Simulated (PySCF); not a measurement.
Work out the structure from these simulated measurements.

Formula: C6H15B.

- Triplet: lowest triplet excitation (Tamm–Dancoff): 5.34 eV [TDA B3LYP/def2-SVPD]
- UV, strongest line: among the 10 lowest singlet transitions: S8 at 7.84 eV (158 nm, f = 0.047) [TDDFT B3LYP/def2-SVPD]
- 13C NMR: chemical shifts (computed TMS as zero) by class: 20.3 (3 C), 9.8 (3 C) ppm [GIAO B97-2/pcSseg-1]
- NMR, other nuclei: isotropic shieldings of nuclei other than C and H, by class: 18 (1 B) ppm [GIAO B97-2/pcSseg-1]
- 1H NMR: chemical shifts (computed TMS as zero) by class: 1.15 (6 H), 0.92 (9 H) ppm [GIAO B97-2/pcSseg-1]
- Rotational structure: rotational constants A, B, C: 2.615, 1.796, 1.241 GHz [PBE0-D3(BJ)/def2-SVP]
- UV, first state: lowest singlet excitation: 5.78 eV (215 nm, f = 0.004) [TDDFT B3LYP/def2-SVPD]

Gas-phase values; electronic properties from PySCF, density fitting. Levels stand in brackets. Isolated species at its PBE0-D3(BJ)/def2-SVP geometry (one conformer only). NMR values are class means; diastereotopic atoms form classes of their own.

Problem. Propose a structure and show how it fits.

Solution. Numbering: `[CH3:1][CH2:2][B:3]([CH2:4][CH3:5])[CH2:6][CH3:7]`. 6 carbons fall into 2 classes; from least to most shielded: sp3 carbon bound to boron [C2/C4/C6] (20.3 ppm, 3 C, up to 5.6 ppm apart in this geometry), methyl carbon [C1/C5/C7] (9.8 ppm, 3 C, up to 2.4 ppm apart in this geometry). Hydrogen classes from least to most shielded: 6 H on 3 like atoms (sp3 carbon bound to boron), C2/C4/C6 (1.15 ppm, a mean of values up to 0.5 ppm apart in this geometry), 9 H on 3 methyl carbons, C1/C5/C7 (0.92 ppm, a mean of values up to 0.8 ppm apart in this geometry). The other shieldings belong to: 18 ppm, three-coordinate boron [B3]. S1 is mainly HOMO→LUMO (weight 0.97); the largest Löwdin shares of the orbital it empties are 0.25 on an sp3 carbon bound to boron, 0.22 on the three-coordinate boron, 0.13 on an sp3 carbon bound to boron and 0.07 on an sp3 carbon bound to boron, of the orbital it fills 0.38 on the three-coordinate boron, 0.11 on an sp3 carbon bound to boron, 0.09 on an sp3 carbon bound to boron and 0.08 on an sp3 carbon bound to boron. The optimised geometry has point group C1 and is an asymmetric top. Structure: triethylborane, `CCB(CC)CC`. The assignments are read from this structure; whether some other isomer fits the data as well wasn't checked.

The values belong to the conformer `[CH3:1][CH2:2][B:3]([CH2:4][CH3:5])[CH2:6][CH3:7]`: C1–C2–B3–C4 100°, C2–B3–C4–C5 -170°, C2–B3–C6–C7 -93°.
